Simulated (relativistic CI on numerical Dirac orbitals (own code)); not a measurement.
Computed by Dirac-Coulomb-Breit CI, KLI orbitals optimised for each configuration, QED by a radiative potential, unscaled Slater integrals (own radial code, finite nucleus).

Configurations in the expansion (outside the closed core 1s2): 2s2.2p5, 2s.2p6, 2p6.3s, 2p6.3p, 2p6.3d, 2s2.2p4.3s, 2s2.2p4.3p, 2s2.2p4.3d, 2s.2p5.3s, 2s.2p5.3p, 2s.2p5.3d, 2s2.2p4.4s, 2s2.2p4.4p, 2s2.2p4.4d, 2s2.2p4.4f, 2s.2p5.4s, 2s.2p5.4p, 2s2.2p3.3s2, 2s.2p5.4d, 2s.2p5.4f, 2s2.2p3.3s.3p, 2s2.2p4.5s, 2s2.2p4.5p, 2s2.2p4.5d, 2s2.2p4.5f, 2s2.2p4.5g, 2s2.2p3.3s.3d, 2s2.2p3.3p2, 2s2.2p3.3p.3d, 2s.2p4.3s2, 2s2.2p3.3d2, 2s.2p4.3s.3p, 2s.2p4.3s.3d, 2s.2p4.3p2, 2s.2p5.5s, 2s.2p5.5p. Levels of other configurations are missing.

At this charge energies of transitions that change n are usually good to better than 1 %, and those within a shell (Δn = 0) to a few per cent.

Outline of the computed level scheme of La XLIX. Lowest level of each configuration: 2s2.2p5 2P°_3/2 at 0.00 eV; 2s.2p6 2S_1/2 at 755.90 eV; 2s2.2p4.3s 4P_5/2 at 4860.96 eV; 2s2.2p4.3p 4P°_3/2 at 4953.71 eV; 2s2.2p4.3d 4D_3/2 at 5177.33 eV; 2s.2p5.3s 4P°_5/2 at 5574.16 eV.

Some strong electric-dipole decays among the lowest 45 levels: 2s2.2p4.3d 2P_3/2 → 2s2.2p5 2P°_3/2 (5.6e+14 s⁻¹); 2s2.2p4.3d 2D_5/2 → 2s2.2p5 2P°_3/2 (4.9e+14 s⁻¹); 2s2.2p4.3d 2D_5/2 → 2s2.2p5 2P°_3/2 (3.8e+14 s⁻¹); 2s2.2p4.3d 2P_1/2 → 2s2.2p5 2P°_3/2 (2.8e+14 s⁻¹); 2s2.2p4.3d 4F_5/2 → 2s2.2p5 2P°_3/2 (1.8e+14 s⁻¹); 2s2.2p4.3d 4P_1/2 → 2s2.2p5 2P°_3/2 (6.9e+13 s⁻¹); 2s2.2p4.3s 2P_3/2 → 2s2.2p5 2P°_3/2 (6.9e+13 s⁻¹); 2s2.2p4.3d 2D_3/2 → 2s2.2p5 2P°_3/2 (5.7e+13 s⁻¹).

LS names give the leading component of a level, which can be under half, so a name can repeat, a term be missing and a line seem to break the LS rules.
